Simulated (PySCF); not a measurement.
## Ga (gallium, neutral) across methods

[Ar] 3d10 4s1 4p2, high-spin 4P determinant (an excited configuration). All numbers are calculated (PySCF 2.14, the spin-free X2C one-electron Hamiltonian (Gaussian nucleus), in aug-cc-pVQZ-DK (8s7p5d3f2g, 93 functions)).

```tsv
method	E (hartree)	mean ε 3d β (eV)	mean ε 4s α (eV)	mean ε 4p α (eV)	Σ⟨r²⟩ (bohr²)	⟨S²⟩
UHF	-1942.05759	-32.919	-15.559	-7.222	41.84	3.753
PBE0	-1943.402	-23.860	-11.996	-4.807	41.62	3.752
TPSSh	-1943.623	-21.784	-11.243	-4.276	41.54	3.752
LDA	-1940.490	-20.929	-10.818	-3.942	41.90	3.752
PBE	-1943.377	-20.595	-10.632	-3.895	42.06	3.752
r2SCANh	-1943.622	-22.193	-11.606	-4.474	41.13	3.753
wB97X-V	-1943.478	-26.298	-14.526	-6.759	41.75	3.752
r2SCAN	-1943.636	-20.909	-11.110	-4.143	41.16	3.753
```

(1) Estimate the same row for BHandHLYP.

## Answers

(1) E (hartree) = -1943.614; mean ε 3d β (eV) = -27.138; mean ε 4s α (eV) = -13.141; mean ε 4p α (eV) = -5.442; Σ⟨r²⟩ (bohr²) = 41.61; ⟨S²⟩ = 3.751.
